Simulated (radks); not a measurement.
Results of a calculation; reference values are marked as such.
Excited configurations of Pb+: one electron is placed in a higher orbital outside [Hg]. The ground configuration is [Hg] 6p1. Code: a radial shooting solver on a logarithmic mesh with Libxc functionals. Model: scalar-relativistic Kohn-Sham, r2SCAN, spin-polarised, spherical densities, finite nucleus; open shells are filled with parallel spins first (spin-orbit coupling, left out, can overturn this in heavy ions); meta-GGA in the generalised Kohn-Sham scheme; Fermi nuclear charge, rms radius 5.5012 fm. Excitation = E - E(ground); binding = E(ion) - E, where the ion is the core of charge +2; n* = 2/sqrt(2 binding) in atomic units, and the quantum defect is n - n*.

outer orbital  excitation (eV)  binding (eV)     n*  quantum defect  eigenvalue (eV)  <r> (bohr)
5f                      10.060         3.457  3.968           1.032           -2.448       8.618
6d                       7.589         5.928  3.030           2.970           -4.271       5.461
7s                       5.773         7.744  2.651           4.349           -6.280       5.518
7p                       7.791         5.726  3.083           3.917           -4.563       6.986
7d                      10.088         3.429  3.984           3.016           -2.646       10.72
7f                      11.871         1.645  5.751           1.249           -1.291       22.34

The Delta-SCF ionisation energy is 13.517 eV (NIST Atomic Spectra Database: 15.032 eV, measured). Self-interaction in the functional shifts the binding energies and quantum defects, so they are the method's values and not measured ones. Open shells are spherical and high-spin; term and fine-structure splittings are not resolved. Spin-orbit splitting is averaged out at the scalar-relativistic level.
